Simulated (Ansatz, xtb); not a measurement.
# Relative energy of two isomers of CH3OSb

Structure I: `[CH3][Sb]=[O]`, a singlet. Structure II: `[CH2]=[Sb][OH]`, a singlet. Both are isolated molecules in the gas phase, relaxed with B3LYP-D4/def2-TZVP; the shapes shown needn't be the lowest conformers.

I (Å):

```xyz
6

C     1.1209   -0.5150   -0.3337
O    -0.8665    1.2577    1.2151
Sb    0.9265    0.9297    1.2873
H     1.8040   -0.1342   -1.0962
H     1.5239   -1.4559    0.0473
H     0.1298   -0.6709   -0.7570
```

II (Å):

```xyz
6

C    -1.7742   -1.8646    0.5279
O     0.8548   -3.0244    1.1687
Sb   -0.2997   -2.7426   -0.4264
H    -1.7554   -1.6889    1.5968
H    -2.6549   -1.5317   -0.0074
H     1.6790   -3.4640    0.9337
```

Quicker runs give these differences E(II) − E(I): GFN2-xTB +0.817 eV; HF/STO-3G +0.065 eV (at GFN2-xTB geometries); r2SCAN-D4/def2-SVP −0.349 eV (at GFN2-xTB geometries).

Task: Estimate E(II) − E(I) at the level CCSD(T)/def2-TZVPP.

Result: Calculated at CCSD(T)/def2-TZVPP: E(II) − E(I) = −0.207 eV, so structure II lies lower.

Level by level:

| level | geometry | E(II) − E(I) (eV) | departure from the last row (eV) | job, with rough time for the two |
| --- | --- | --- | --- | --- |
| GFN2-xTB | GFN2-xTB | +0.817 | +1.024 | optimisation, 0.41 s |
| HF/STO-3G | GFN2-xTB | +0.065 | +0.272 | single point, 0.63 s |
| r2SCAN-D4/def2-SVP | GFN2-xTB | −0.349 | −0.142 | single point, 2.1 s |
| B3LYP-D4/def2-TZVP | B3LYP-D4/def2-TZVP | −0.136 | +0.071 | optimisation, 32 s |
| HF/def2-TZVPP | B3LYP-D4/def2-TZVP | −0.467 | −0.260 | part of the CCSD(T) run |
| MP2/def2-TZVPP | B3LYP-D4/def2-TZVP | −0.067 | +0.140 | part of the CCSD(T) run |
| CCSD(T)/def2-TZVPP | B3LYP-D4/def2-TZVP | −0.207 |  | single point, 73 s |

As drawn, II has 1 C=Sb, 1 O–Sb, 1 O–H in place of 1 C–Sb, 1 O=Sb, 1 C–H.

GFN2-xTB, HF/STO-3G put the two in the other order. The largest departure from CCSD(T)/def2-TZVPP is that of GFN2-xTB, 1.024 eV.

With harmonic frequencies from B3LYP-D4/def2-TZVP (ideal gas, rigid rotor, one conformer each, 600 K, 1 atm): on the last row, ΔE + ΔZPE = −0.217, ΔH = −0.202, ΔG = −0.166 eV.

The T1 diagnostic of structure I is large, so the coupled-cluster value is less sure. The correlated steps freeze 6 core orbitals; the filled d shell of Sb is correlated, in a basis made for valence electrons. Atoms past krypton carry core potentials in the def2 sets, other sets are all-electron and non-relativistic, and no spin–orbit term is included. Codes used: Ansatz 0.2.0, xtb 6.7.1; the last row on 2 threads of Intel(R) Xeon(R) Processor @ 2.70GHz on a shared host.
